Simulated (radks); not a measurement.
Values are calculated unless marked as measured or tabulated.
Species: Os. Configuration: [Xe] 4f14 5d6 6s2.

Code: a radial shooting solver on a logarithmic mesh with Libxc functionals. Model: Dirac Kohn-Sham, LDA (Slater exchange, Perdew-Wang correlation), spin-unpolarised, spherical densities, finite nucleus; open shells fill j = l - 1/2 first; Fermi nuclear charge, rms radius 5.4126 fm.

Energy parts (Ry):
part                       energy
total                 -34537.6148
kinetic                39173.2755
electron-nucleus      -86539.9501
Hartree                13490.7986
exchange-correlation    -661.7388

Orbitals (lengths in bohr, moments of r in powers of bohr):
orbital	occ.	eigenvalue (Ry)	<1/r>	<r>	<r^4>
1s1/2	2	-5414.950	90.34	0.01775	5.138e-07
2s1/2	2	-942.5239	22.07	0.07431	0.00007603
2p1/2	2	-902.9169	22.05	0.06132	0.00004549
2p3/2	4	-790.5031	18.31	0.06951	0.00006785
3s1/2	2	-219.2686	8.102	0.1936	0.002793
3p1/2	2	-201.4536	8.023	0.1836	0.002450
3p3/2	4	-176.9461	7.051	0.1987	0.003292
3d3/2	4	-146.9026	6.949	0.1735	0.002212
3d5/2	6	-141.5889	6.723	0.1781	0.002420
4s1/2	2	-46.19411	3.418	0.4320	0.06460
4p1/2	2	-38.71040	3.310	0.4358	0.06983
4p3/2	4	-32.93568	2.970	0.4697	0.09381
4d3/2	4	-20.60857	2.761	0.4827	0.1170
4d5/2	6	-19.53875	2.680	0.4941	0.1283
4f5/2	6	-3.91878	2.258	0.5526	0.3137
4f7/2	8	-3.71231	2.225	0.5608	0.3351
5s1/2	2	-6.70439	1.351	1.007	1.902
5p1/2	2	-4.38698	1.223	1.099	2.863
5p3/2	4	-3.47971	1.099	1.202	4.142
5d3/2	4	-0.50882	0.7479	1.779	30.05
5d5/2	2	-0.43206	0.7140	1.865	37.62
6s1/2	2	-0.46444	0.4280	2.976	167.6

The highest occupied level is 5d5/2 at -5.878 eV. Summed over all electrons, <r^2> = 66.35 bohr^2, which gives a Langevin (diamagnetic) susceptibility term of -52.5 x 10^-6 cm^3/mol. The density falls to 0.001 e/bohr^3 at r = 4.60 bohr. The electron density at the nucleus is 1.668e+06 e/bohr^3. For comparison, the ionisation energy in NIST's Atomic Spectra Database is 8.438 eV (measured). In exact Kohn-Sham theory the highest level is minus the ionisation energy, but local and semilocal functionals leave it too shallow, through self-interaction and a potential that decays too fast; potentials with the right tail come closer.

Beside tabulated values, note that spin-unpolarised runs miss the spin-polarisation part of the exchange energy of open shells.
